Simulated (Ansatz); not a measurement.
The Se2–H6 bond of H4SeSi (SMILES [SiH3][SeH]) is stretched (multiplicity 1, the rest rigid).
Geometry at rest (charge 0, multiplicity 1):
```xyz
6

Si    -1.4109    -0.5597     0.0508
Se     0.7062     0.3230    -0.0277
H     -1.6337    -1.3177     1.3013
H     -2.3080     0.6138     0.0017
H     -1.6695    -1.4457    -1.1051
H      1.3547    -0.9972     0.0329
```

Frozen-core correlation. Filled d and f shells under p-block atoms count as core.

Codes used: Ansatz (a first-principles code). Values without a source in brackets are computed.

FIC-MRCISD+Q on CASSCF(4,3)/def2-TZVPP, total energies (hartree):

| R (Å) | CASSCF | MRCISD | weight c² of the reference |
|---|---|---|---|
| 1.472 | -2691.153983 | -2691.437296 | 0.88732 |
| 2.576 | -2691.061838 | -2691.334232 | 0.88694 |
| 4.711 | -2691.039355 | -2691.308446 | 0.88793 |

**Question.** Add the Davidson correction (E_MRCISD − E_CASSCF)(1 − c²)/c² and give the energies above the first point at the three levels.

**Answer.** 
Corrections (hartree): -0.035977, -0.034724, -0.033964. Above the first point (kcal/mol):
- R = 2.576 Å: CASSCF 57.8, MRCISD 64.7, with the correction 65.5
- R = 4.711 Å: CASSCF 71.9, MRCISD 80.9, with the correction 82.1

Doubts at one or more of the structures used: active orbitals that take no part (FIC-MRCISD+Q on CASSCF(4,3)/def2-TZVPP).
